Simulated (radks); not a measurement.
Question: Species: Cd. Configuration: [Kr] 4d10 5s1 6s1 (not the ground configuration). All-electron calculation, scalar-relativistic Kohn-Sham, LDA (Slater exchange, Perdew-Wang correlation), spin-polarised, spherical densities, point nucleus; open shells are filled with parallel spins first (spin-orbit coupling, left out, can overturn this in heavy ions). Program: a radial shooting solver on a logarithmic mesh with Libxc functionals. Some entries of the table are withheld. Estimate them.

| orbital | occ. | eigenvalue (eV) | <r^2> (bohr^2) | <1/r> (bohr^-1) |
|---|---|---|---|---|
| 1s up | 1 | -26498.42 | 0.001252 | 50.59 |
| 1s down | 1 | -26498.39 | 0.001252 | 50.59 |
| 2s up | 1 | -3939.070 | 0.02047 | 11.51 |
| 2s down | 1 | -3939.061 | 0.02047 | 11.51 |
| 2p up | 3 | -3537.272 | 0.01612 | 11.11 |
| 2p down | 3 | -3537.260 | 0.01612 | 11.11 |
| 3s up | 1 | -737.6778 | 0.1474 | 4.056 |
| 3s down | 1 | -737.6537 | 0.1474 | 4.056 |
| 3p up | 3 | -605.8655 | 0.1485 | 3.866 |
| 3p down | 3 | -605.8414 | 0.1485 | 3.866 |
| 3d up | 5 | -398.9192 | 0.1335 | 3.641 |
| 3d down | 5 | -398.8995 | 0.1335 | 3.641 |
| 4s up | 1 | -110.8470 | 0.8760 | 1.577 |
| 4s down | 1 | -110.8059 | 0.8751 | 1.577 |
| 4p up | 3 | -72.0158 | (1) | 1.419 |
| 4p down | 3 | -71.9517 | (2) | 1.420 |
| 4d up | 5 | (3) | 1.996 | 1.057 |
| 4d down | 5 | (4) | 1.952 | 1.064 |
| 5s up | 1 | -10.0608 | 8.077 | (5) |
| 5s down | 0 | -9.1977 | 8.125 | (6) |
| 6s up | 1 | -1.6716 | 69.48 | 0.1572 |
| 6s down | 0 | -1.2166 | 80.58 | 0.1468 |

Answer: 
(1) 4p up <r^2> (bohr^2): 1.058
(2) 4p down <r^2> (bohr^2): 1.055
(3) 4d up eigenvalue (eV): -16.9401
(4) 4d down eigenvalue (eV): -16.7049
(5) 5s up <1/r> (bohr^-1): 0.4817
(6) 5s down <1/r> (bohr^-1): 0.4826
